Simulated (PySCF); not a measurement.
A thermochemical cycle for RbCa

MP2 in PySCF with def2-SVP on every atom (core potentials on Rb), for the lowest determinant that a PBE0 search found; no spin–orbit coupling. RbCa, a doublet (σ ↑), has De = 0.09 eV to neutral atoms, and RbCa⁺, a singlet (closed shell), has De = 0.42 eV to Rb⁺ + Ca.

At the same level the Rb atom ionises at 4.05 eV.

What is the adiabatic ionisation energy of the molecule, and does ionisation strengthen or weaken the bond?

IE = IE(Rb) + De(neutral) − De(ion) = 4.05 + 0.09 − 0.42 = 3.72 eV. De changes by +0.33 eV, so ionisation strengthens the bond.

Correlated steps freeze 5 core orbitals. Weak bonds: RbCa, RbCa⁺. Basis-set superposition, not corrected here, can be much of De in a small basis, most of all at correlated wavefunction levels. For an ion De counts to the pair picked by the measured ionisation energies or electron affinities, which need not be the lowest pair at this level. States were picked by a PBE0 search and need not be the measured ground states.
